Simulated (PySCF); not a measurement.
An element was calculated at PBE (PySCF 2.14, ECP, a triple-zeta basis, no spin-orbit coupling), in the ground configurations that NIST lists.

| Item | Value |
| --- | --- |
| electron affinity | 0.153 eV |
| first ionisation energy | 7.551 eV |
| second ionisation energy | 17.078 eV |
| third ionisation energy | 28.390 eV |
| polarisability of the atom | 65.8 bohr³ |

**Question.** Which element is it?

**Answer.** Rhenium (Re, Z = 75), in aug-cc-pVTZ-PP with ECP60MDF. NIST lists 7.834, 16.6 ± 0.5, 27 ± 1.6 eV for these ionisation energies.
